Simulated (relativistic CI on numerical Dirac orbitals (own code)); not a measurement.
Fe3+ in a cubic cluster: 2p photoemission with charge transfer

Computed with a charge-transfer multiplet model of a cubic metal-ligand cluster with up to one ligand hole, Slater and spin-orbit integrals from Dirac-Coulomb-Breit ions, Slater integrals scaled by 0.8. The parameters are those of a tetrahedral site (10Dq negative, t2 hopping the larger). The ground state mixes d5 with configurations of k ligand holes L, whose averages lie at kΔ + k(k − 1)U_dd/2; a core hole lowers each added d electron by U_cd. 300 K, Lorentzian 0.6 eV and Gaussian 0.8 eV FWHM.

Atomic integrals in eV (Slater integrals scaled, ζ unscaled), ground: F2dd 9.587, F4dd 5.993, zeta_d 0.056; with the core hole: F2dd 10.973, F4dd 6.899, zeta_d 0.083, zeta_core 8.126, F2cd 6.510, G1cd 4.989, G3cd 2.838.

Cluster parameters (eV): Δ = 4.1, U_dd = 6.3, 10Dq = -0.35, 10Dq(ligand) = 0, V(eg) = 0.88, V(t2g) = -1.49, final-state hopping factor = 1.

| Case | n_d | d5 | d6L | S |
| --- | --- | --- | --- | --- |
| U_cd = 5.3 eV | 5.12 | 0.88 | 0.12 | 2.50 |
| U_cd = 7.1 eV | 5.12 | 0.88 | 0.12 | 2.50 |
| U_cd = 8.3 eV | 5.12 | 0.88 | 0.12 | 2.50 |

Weights, n_d and S are thermal averages at 300 K. Binding energies count from the first peak over 30 % of the highest in each spectrum, which can be another peak from case to case. The parameters are a model scan and need not match a compound or its usual spin state. Peaks in eV (height, largest 100):
- U_cd = 5.3 eV: 0.0 (100), 1.3 (82), 4.5 (17), 6.3 (20), 7.5 (17), 11.8 (8), 14.1 (47), 15.5 (52), 19.1 (9), 21.3 (6)
- U_cd = 7.1 eV: 0.0 (100), 1.2 (79), 5.9 (31), 7.2 (28), 11.3 (9), 14.1 (47), 15.3 (49), 18.2 (11), 19.9 (14), 21.2 (13)
- U_cd = 8.3 eV: 0.0 (100), 1.1 (77), 6.0 (43), 7.2 (40), 14.0 (49), 15.2 (47), 17.6 (13), 20.0 (21), 21.4 (21)

Curve for U_cd = 5.3 eV (points under 2 left out, the grid thinned):

E (eV), Intensity and a bar:
```
     -3.4        2.0 
     -2.8        2.9 
     -2.2        4.5 #
     -1.6        8.3 ##
     -1.0       22.9 #######
     -0.5       65.3 ####################
      0.1       97.5 ##############################
      0.7       68.9 #####################
      1.3       81.7 #########################
      1.9       65.0 ####################
      2.5       52.8 ################
      3.1       28.2 ########
      3.7       17.4 #####
      4.3       16.7 #####
      4.8       16.3 ####
      5.4       14.8 ####
      6.0       18.9 #####
      6.6       19.0 #####
      7.2       16.6 #####
      7.8       16.4 #####
      8.4       13.3 ####
      9.0        8.6 ##
      9.6        5.9 #
     10.1        5.1 #
     10.7        5.3 #
     11.3        6.7 #
     11.9        7.5 ##
     12.5        7.9 ##
     13.1       14.9 ####
     13.7       37.5 ###########
     14.3       44.1 #############
     14.8       37.9 ###########
     15.4       52.1 ################
     16.0       33.9 ##########
     16.6       15.7 ####
     17.2       10.6 ###
     17.8        7.4 ##
     18.4        7.5 ##
     19.0        8.6 ##
     19.6        7.9 ##
     20.1        7.1 ##
     20.7        6.1 #
     21.3        6.0 #
     21.9        4.5 #
     22.5        2.2
```

For the case U_cd = 7.1 eV, Δ = 4.1 eV is smaller than U_dd = 6.3 eV, the charge-transfer side of the Zaanen-Sawatzky-Allen scheme. With the core hole the configuration with one ligand hole lies at Δ − U_cd = -1.2, -3.0, -4.2 eV from the one without, in the order of the table; where this is negative the screened configuration lies lower, though the effective hopping of about 2.8 eV (from the holes of the mixed ground state) mixes the two strongly wherever it is as large as the gap.

With at most 1 ligand hole the space is cut while the next configuration still counts, so covalency is underestimated, and a final configuration with one more ligand hole, which can lie low, is missing from the spectra.
